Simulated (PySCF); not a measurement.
Computed shifts of a molecule C3H4BNO2, B3LYP/pcSseg-1 in PySCF, GIAO, gas phase, equivalent atoms averaged, in ppm (number of nuclei): ¹³C: 205.4 (1), 197.8 (1), 22.7 (1). ¹⁵N: 513.8 (1). ¹H: 9.52 (1), 5.71 (1), 1.80 (2). References: ¹⁷O against H2O (σ = 333.8 ppm); ¹³C against TMS (σ = 181.3 ppm); ¹¹B against BF3 (σ = 86.3 ppm); ¹⁵N against NH3 (σ = 265.5 ppm); ¹H against TMS (σ = 31.68 ppm), references at their B3LYP-D3(BJ)/def2-TZVP geometries, non-relativistic. The structure is a stationary point at PBE0-D3(BJ)/def2-SVP. One conformer was computed; it need not be the lowest.

Which molecule gave these data?
A) O=C1CB(O)C=N1
B) O=C=NB1CCO1
C) O=C=NB1COC1
D) N#COB1CCO1

A, O=C1CB(O)C=N1
